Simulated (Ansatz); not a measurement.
Relaxation of BFH$_{4}$O$_{2}$ (8 atoms, charge 0, multiplicity 1), to a largest force component of 0.03 eV/Å in at most 50 steps.

These are results of RKS PBE-D4/def2-SVP (Ansatz 0.2.0), not measurements.

```xyz
8
Properties=species:S:1:pos:R:3
B -0.004 -0.426 -0.154
F 0.086 -0.643 1.168
O 1.116 -0.415 -0.936
H 1.918 -0.592 -0.415
O -1.215 -0.264 -0.756
H -1.942 -0.253 -0.109
H -0.081 1.837 0.637
H 0.031 1.483 1.254
```

Where does it end, and by what steps?

It converged. The force dipped under the threshold on the way, but the program's further checks kept it going. After 22 steps the energy has fallen by 0.165 eV; H7 moved furthest, 1.09 Å.

```csv
step,energy less start (eV),largest force component (eV/Å),accepted
0,0.0000,1.588,yes
1,-0.1277,0.377,yes
2,-0.1502,0.283,yes
3,-0.1546,0.268,yes
4,-0.1577,0.063,yes
5,-0.1582,0.037,yes
6,-0.1577,0.264,no
7,-0.1591,0.079,yes
8,-0.1590,0.224,no
9,-0.1598,0.040,yes
10,-0.1606,0.069,yes
11,-0.1608,0.221,yes
12,-0.1621,0.086,yes
13,-0.1629,0.035,yes
14,-0.1619,0.319,no
15,-0.1621,0.157,no
16,-0.1633,0.007,yes
17,-0.1639,0.146,yes
18,-0.1645,0.063,yes
19,-0.1649,0.055,yes
20,-0.1652,0.080,yes
21,-0.1653,0.032,yes
22,-0.1654,0.028,yes
```

```xyz
8
Properties=species:S:1:pos:R:3
B -0.001 -0.643 -0.310
F 0.111 -0.485 1.038
O 1.112 -0.824 -1.074
H 1.920 -0.817 -0.534
O -1.225 -0.625 -0.904
H -1.935 -0.484 -0.254
H -0.073 2.683 1.325
H 0.000 1.922 1.400
```

Whether the end is a true minimum wasn't checked by a vibrational analysis.

Run time: 41 s on 1 thread of Intel(R) Xeon(R) Platinum 8259CL CPU @ 2.50GHz (Skylake/Cascade Lake) (shared host), peak memory 0.15 GiB.
